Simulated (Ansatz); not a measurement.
CH6Cl2GeSi, SMILES `C[Si](Cl)(Cl)[GeH3]`. Total charge 0; spin multiplicity 1. Correlated methods include outer-core shells of Ge, which these sets cover unevenly. Scalar relativity is left out up to krypton.

Z-matrix (Å, degrees):
```
C
Si 1 1.854
H 1 1.092 2 110.2
H 1 1.092 2 110.2 3 -120.1
H 1 1.092 2 110.1 3 119.9
Cl 2 2.060 1 108.6 3 -178.3
Cl 2 2.060 1 108.6 3 -61.3
Ge 2 2.377 1 115.2 3 60.2
H 8 1.537 2 109.8 1 60.0
H 8 1.537 2 109.8 1 -59.6
H 8 1.534 2 109.7 1 -179.8
```

**Question.** Give the diagnostics of a CCSD(T)/def2-TZVPP run (frozen core, Ansatz 0.2.0). (An estimate is asked.)

**Answer.** Ansatz gave: T1 = 0.0106, largest single amplitude 0.018, largest double 0.024, (T) share of the correlation energy 3.9 %, 8 CCSD cycles. The RHF solution is stable towards an unrestricted one. T1 lies under the customary mark of 0.02 for closed shells.
